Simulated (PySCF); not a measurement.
## Computed structure and properties of [Y(H2O)4]3+

System: [Y(H2O)4]3+ (singlet); start: displaced along the imaginary mode (S4). Method: PySCF 2.14.0, RKS PBE0, Y def2-SVP with ECP28, O def2-SVP, H def2-SVP; non-relativistic Hamiltonian with scalar-relativistic core potentials where named; density fitting; no spin-orbit coupling.

Input of the relaxation:

```python
mol = gto.M(atom='''
Y     -0.00000    -0.00000     0.00000
O      1.28606     1.30702     1.29923
H      1.86015     1.00864     2.08169
H      1.45165     2.30306     1.19336
O     -1.28606    -1.29923     1.30702
H     -1.45165    -1.19336     2.30306
H     -1.86015    -2.08169     1.00864
O      1.28606    -1.30702    -1.29923
H      1.45165    -2.30306    -1.19336
H      1.86015    -1.00864    -2.08169
O     -1.28606     1.29923    -1.30702
H     -1.86015     2.08169    -1.00864
H     -1.45165     1.19336    -2.30306''',
    basis={'Y': 'def2-SVP', 'O': 'def2-SVP', 'H': 'def2-SVP'},
    ecp={'Y': 'def2-SVP'},
    charge=3, spin=0)
mf = dft.RKS(mol, xc='PBE0')
mf.grids.atom_grid = (50, 194)
mf = mf.density_fit()  # fitting sets: Y def2-universal-JKFIT, O def2-universal-JKFIT, H def2-universal-JKFIT
mf.conv_tol = 1e-08; mf.max_cycle = 55
mf.kernel(dm0)  # dm0: converged density of the start geometry
# quasi-Newton relaxation in Cartesian coordinates to a largest gradient under 0.00045 Eh/bohr, steps kept in the point group
```

Run from Python with OMP_NUM_THREADS=2; the lines above give its settings. Where DIIS fails, smearing, a level shift and second-order steps follow.
It took 2.2 min on 2 threads of Intel(R) Xeon(R) Platinum 8259CL CPU @ 2.50GHz (Skylake/Cascade Lake), on a shared host, from the converged density of the start.

Course of the relaxation:

```
step  energy above end (eV)  largest force component within the symmetry (eV/Å)
   0                 0.2330                                               1.338
   1                 0.0326                                               0.125
   2                 0.0294                                               0.027
   3                 0.0274                                               0.115
   4                 0.0243                                               0.170
   5                 0.0173                                               0.143
   6                 0.0111                                               0.051
   7                 0.0089                                               0.074
  10                 0.0016                                               0.077
  11                 0.0010                                               0.096
  12                 0.0006                                               0.053
  13                 0.0002                                               0.007
  14                 0.0001                                               0.018
  15                 0.0000                                               0.011
```
(The steps between are left out.)

Relaxed geometry (S4):

```xyz
13

Y     0.0000    0.0000    0.0000
O     1.3164    1.3166    1.2545
H     2.1175    1.0665    1.7689
H     1.2381    2.2859    1.4067
O    -1.3164   -1.2545    1.3165
H    -1.2380   -1.4068    2.2860
H    -2.1175   -1.7690    1.0665
O     1.3164   -1.3166   -1.2545
H     1.2381   -2.2859   -1.4067
H     2.1175   -1.0665   -1.7689
O    -1.3164    1.2545   -1.3165
H    -2.1175    1.7690   -1.0665
H    -1.2380    1.4068   -2.2860
```

```csv
contact,Å
Y1–O2 (H2O),2.245
Y1–O5 (H2O),2.245
Y1–O8 (H2O),2.245
Y1–O11 (H2O),2.245
```

On the finer grid (75, 302):

```json
{
  "HOMO": "-24.53 eV",
  "LUMO": "-15.38 eV",
  "Dipole about the centre of mass": "0.00 D",
  "Set of Mulliken populations of Y1 outside the core potential": "s 2.18, p 6.23, d 0.84, f 0.12",
  "D3(BJ) dispersion energy (not in the energies)": "-0.177 eV"
}
```

```tsv
atom	Mulliken (e)	Löwdin (e)	spin (e)
Y1	1.64	1.05	0.00
O2	-0.30	0.08	0.00
H3	0.32	0.20	0.00
H4	0.32	0.20	0.00
O5	-0.30	0.08	0.00
H6	0.32	0.20	0.00
H7	0.32	0.20	0.00
O8	-0.30	0.08	0.00
H9	0.32	0.20	0.00
H10	0.32	0.20	0.00
O11	-0.30	0.08	0.00
H12	0.32	0.20	0.00
H13	0.32	0.20	0.00
```

No frequency check is given for this geometry.

Taking off one H2O (charge 0, singlet; the rest: singlet) in vacuum, both parts rigid, costs 3.53 eV; the small basis without counterpoise inflates it. Parting with an electron moved from the ligand to the metal can be far cheaper, even downhill.

Rigid scan of H2O along the line from its metal:

(distance to O2 (Å), energy (eV)): (1.94, 0.710), (2.04, 0.269), (2.14, 0.059), (2.24, 0.000), (2.34, 0.042), (2.44, 0.145), (2.64, 0.447)

One start shape was tried, so this needn't be the lowest isomer.
